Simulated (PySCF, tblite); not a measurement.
Isomers of [C6H8N2]+ (charge +1 and doublet state). All values are computed: GFN2-xTB (tblite) harmonic vibrations without scaling, gas phase. The method is semi-empirical: single wavenumbers can be off by several per cent or more. One conformer each. Open shells enter through the occupations alone, without spin polarisation, and single modes of such species can be off by tens of per cent.

Electronic energies: B3LYP/pcH-1 single points on the GFN2-xTB geometries (PySCF, gas phase).

```csv
SMILES,"electronic energy, lowest = 0 (kJ/mol)"
[H]/N=C(N=C)\C(C)=[C]/[CH2+],34.1
[H]/N=C1\C[NH+][C@@H]1C#CC,72.2
[H]/N=C/[C@H](C#N)C[CH][CH2+],0.0
```

**Question.** How do GFN2-xTB zero-point energies change the relative energies?

**Answer.** 
| SMILES | ZPE (kJ/mol) | of it from modes above 1550 cm⁻¹ | electronic (kJ/mol) | with ZPE, lowest = 0 (kJ/mol) | lowest mode (cm⁻¹) | rings |
| --- | --- | --- | --- | --- | --- | --- |
| [H]/N=C/[C@H](C#N)C[CH][CH2+] | 320.3 | 178.7 | 0.0 | 0.0 | 52 | 0 |
| [H]/N=C(N=C)\C(C)=[C]/[CH2+] | 315.5 | 179.7 | 34.1 | 29.3 | 35 | 0 |
| [H]/N=C1\C[NH+][C@@H]1C#CC | 322.8 | 171.5 | 72.2 | 74.7 | 45 | 1 |

The zero-point energies span 7.3 kJ/mol, from `[H]/N=C(N=C)\C(C)=[C]/[CH2+]` to `[H]/N=C1\C[NH+][C@@H]1C#CC`. The order is unchanged.

**Question.** And how do the electronic energies of GFN2-xTB itself compare?

**Answer.** `[H]/N=C/[C@H](C#N)C[CH][CH2+]` 61.6; `[H]/N=C(N=C)\C(C)=[C]/[CH2+]` 17.0; `[H]/N=C1\C[NH+][C@@H]1C#CC` 0.0 kJ/mol, lowest = 0. Against the energies above, taken from the same isomer `[H]/N=C/[C@H](C#N)C[CH][CH2+]`, the largest difference is 133.8 kJ/mol.

**Question.** What do entropy and thermal enthalpy add at 298.15 K and 1 bar (rigid rotor, harmonic oscillator, one conformer each)?

**Answer.** 
| SMILES | point group | symmetry number | S (J/(mol K)) | H − H(0) (kJ/mol) | ZPE + H − H(0) − TS (kJ/mol) |
| --- | --- | --- | --- | --- | --- |
| [H]/N=C/[C@H](C#N)C[CH][CH2+] | C1 | 1 | 399.7 | 26.60 | 227.7 |
| [H]/N=C(N=C)\C(C)=[C]/[CH2+] | C1 | 1 | 414.6 | 28.75 | 220.6 |
| [H]/N=C1\C[NH+][C@@H]1C#CC | C1 | 1 | 396.7 | 26.21 | 230.7 |

S holds R ln(2S + 1) for the spin.
